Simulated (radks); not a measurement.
Problem. Species: Hf2+. Configuration: [Xe] 4f14 5d1.5 6s0.5 (fractional occupations, a model configuration). All-electron calculation, Dirac Kohn-Sham, PBE, spin-unpolarised, spherical densities, finite nucleus; open shells fill j = l - 1/2 first; Fermi nuclear charge, rms radius 5.347 fm. Program: a radial shooting solver on a logarithmic mesh with Libxc functionals. Some entries of the table are withheld. Estimate them.

orbital  occ.  eigenvalue (hartree)  <r> (bohr)  r(max) (bohr)
1s1/2       2             -2395.857     0.01899        0.01190
2s1/2       2             -409.9874     0.07978        0.06826
2p1/2       2             -391.6674         (1)            (2)
2p3/2       4             -347.8694         (3)            (4)
3s1/2       2             -93.87204      0.2082         0.1924
3p1/2       2             -85.73313      0.1981         0.1804
3p3/2       4             -76.34710      0.2124         0.1940
3d3/2       4             -62.54518      0.1863         0.1524
3d5/2       6             -60.49801      0.1908         0.1562
4s1/2       2             -19.38644      0.4682         0.4379
4p1/2       2                   (5)      0.4746         0.4383
4p3/2       4                   (6)      0.5075         0.4673
4d3/2       4              -8.41070         (7)         0.4660
4d5/2       6              -8.01741         (8)         0.4752
5s1/2       2              -3.05214       1.135          1.017
5p1/2       2              -2.10615       1.262          1.099
5p3/2       4              -1.81852       1.367          1.186
4f5/2       6              -1.24864      0.6694            (9)
4f7/2       8              -1.18450      0.6819           (10)
6s1/2     0.5              -0.66098       2.978          2.655
5d3/2     1.5              -0.65562       2.050          1.596
5d5/2       0              -0.63360       2.109          1.643
6p1/2       0              -0.47915        (11)          3.159
6p3/2       0              -0.44599        (12)          3.389

Solution. 
(1) 2p1/2 <r> (bohr): 0.06612
(2) 2p1/2 r(max) (bohr): 0.05091
(3) 2p3/2 <r> (bohr): 0.07385
(4) 2p3/2 r(max) (bohr): 0.05754
(5) 4p1/2 eigenvalue (hartree): -16.04892
(6) 4p3/2 eigenvalue (hartree): -13.90140
(7) 4d3/2 <r> (bohr): 0.5285
(8) 4d5/2 <r> (bohr): 0.5400
(9) 4f5/2 r(max) (bohr): 0.4520
(10) 4f7/2 r(max) (bohr): 0.4573
(11) 6p1/2 <r> (bohr): 3.556
(12) 6p3/2 <r> (bohr): 3.783
